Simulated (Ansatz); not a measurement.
A structure relaxed at PBE0-D4/def2-TZVP, charge 0, multiplicity 1:

| atom | x (Å) | y (Å) | z (Å) |
| --- | --- | --- | --- |
| C1 | 0.843 | -1.100 | -1.076 |
| C2 | -0.269 | -0.078 | -1.234 |
| C3 | -1.279 | -0.144 | -0.095 |
| B4 | -0.835 | 0.304 | 1.329 |
| Al5 | 0.953 | 1.368 | 1.790 |
| H6 | 1.377 | -0.967 | -0.127 |
| H7 | 1.578 | -1.031 | -1.881 |
| H8 | 0.442 | -2.117 | -1.076 |
| H9 | 0.160 | 0.932 | -1.276 |
| H10 | -0.766 | -0.231 | -2.198 |
| H11 | -1.777 | -1.123 | -0.067 |
| H12 | -2.117 | 0.557 | -0.282 |
| H13 | -1.618 | 0.065 | 2.215 |
| H14 | 1.054 | 2.955 | 1.655 |
| H15 | 2.254 | 0.610 | 2.322 |

Q: Give its formula and SMILES.

A: C3H10AlB, `CCC[BH][AlH2]`.

Q: Point group (tolerance 0.08 Å, 0.16 Å for H)?

A: C1.

Q: Summarise the bond lengths by kind.

A: 2 × C–C 1.519 to 1.524 Å; 7 × C–H 1.092 to 1.108 Å; 1 × B–C 1.557 Å; 1 × Al–B 2.131 Å; 1 × B–H 1.206 Å; 2 × Al–H 1.597 Å.

Program: Ansatz 0.2.0.
